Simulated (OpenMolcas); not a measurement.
Nb4+ in a point-charge field

Nb4+ among 6 point charges of -1.7 e arranged as a tetragonal octahedron (D4h), 1.94 Å from the ion, with the axial distance 2.522 Å.
```
   1.9400    0.0000    0.0000  -1.70
   0.0000    1.9400    0.0000  -1.70
  -1.9400    0.0000    0.0000  -1.70
   0.0000   -1.9400    0.0000  -1.70
   0.0000    0.0000    2.5220  -1.70
   0.0000    0.0000   -2.5220  -1.70
```

```json
{
  "Program": "OpenMolcas 26.06",
  "Method": "SS-CASPT2, IPEA 0.25 Eh, imaginary shift 0.1 Eh (closed shells correlated: 4s 4p)",
  "Basis": "ANO-RCC-VDZP [6s5p3d1f]",
  "Scalar Hamiltonian": "DKH2, point nucleus",
  "Active space": "1 electron in 5 orbitals (4d)",
  "State averaging": "2S+1 = 2 even, 5 roots",
  "Spin-orbit coupling": "RASSI with atomic mean-field integrals over the reference wave functions"
}
```

The lowest spin-free states (labels of D4, the rotations of D4h), above the lowest:

```tsv
State	Degeneracy	E (cm-1)	Free-ion L (%)
2E	2	0	D (100)
2A1	1	4000	D (100)
2B2	1	7080	D (100)
2B1	1	20700	D (100)
```

The lowest levels with spin-orbit coupling:

```tsv
E (cm-1)	Degeneracy	Label	2S+1	g
0	2	E1/2	2	0.07 0.82 0.82
800	2	E3/2	2	0.12 0.12 3.98
4670	2	E1/2	2	1.93 2.82 2.82
7590	2	E3/2	2	1.56 2.18 2.18
21260	2	E3/2	2	2.06 2.06 2.43
```

Powder χT (cm3 K/mol): 0.0427 at 2 K, 0.0451 at 10 K, 0.0573 at 50 K, 0.0725 at 100 K, 0.104 at 200 K, 0.141 at 300 K. The effective moment at 300 K is 2.828 √(χT) = 1.06 μB.

The lowest level has 2S+1 = 2, for which the spin-only value is χT = S(S+1) / 2 = 0.375 cm3 K/mol (g = 2). The computed 0.141 at 300 K differs by -0.234, through orbital momentum, spin-orbit coupling and any other state in reach.

An orbital doublet at a regular site is open to a Jahn-Teller distortion, which this geometry leaves out. Free-ion shares, where given, are those of the reference states; single-state CASPT2 does not remix them. Point charges carry no covalency, so the field is a model and not that of real ligands. No measured value stands beside these numbers.

The CASPT2 steps took 0.52 s on 1 thread of Arm Neoverse V1, on a shared host; the integral step is not counted.
